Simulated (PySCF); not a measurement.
**Ionisation energy of Cs³⁶⁺ by level of theory**

Cs³⁶⁺ [Ar] 3d1 (2D) → Cs³⁷⁺ [Ar] (1S), as a difference of total energies. All numbers are calculated (PySCF 2.14, the spin-free X2C one-electron Hamiltonian (Gaussian nucleus), in an uncontracted even-tempered set (18 s from 5.9 bohr⁻², ratio 2.5; 12 p from 7.7 bohr⁻², ratio 2.5; 7 d from 7.7 bohr⁻², ratio 2.5; 4 f from 27 bohr⁻², ratio 2.7; 3 g from 40 bohr⁻², ratio 2.7)). Correlated levels: outer shells: [Ne] frozen; virtual orbitals above 40 to 60 times the deepest correlated orbital energy dropped. The calculations carry no spin-orbit coupling.

| method | ionisation energy (eV) |
| --- | --- |
| UHF | 2411.3 |
| LDA | 2412.3 |
| PBE | 2413.2 |
| PBE0 | 2413.1 |
| r2SCAN | 2413.7 |
| B2PLYP | 2412.7 |
| M06-L | 2412.8 |
| MP2 (outer shells) | 2411.1 |
| SCS-MP2 (outer shells) | 2411.1 |

A first-order spin-orbit estimate (lowest level to lowest level, LS coupling) adds 11.029 eV.

Breit and QED terms and the two-electron picture change are absent.

First order in ζ underestimates the shift of j = l − 1/2 levels at high Z.

For comparison: 2422 ± 5 eV (theoretical estimate listed by NIST; NIST Atomic Spectra Database, ionization energies).
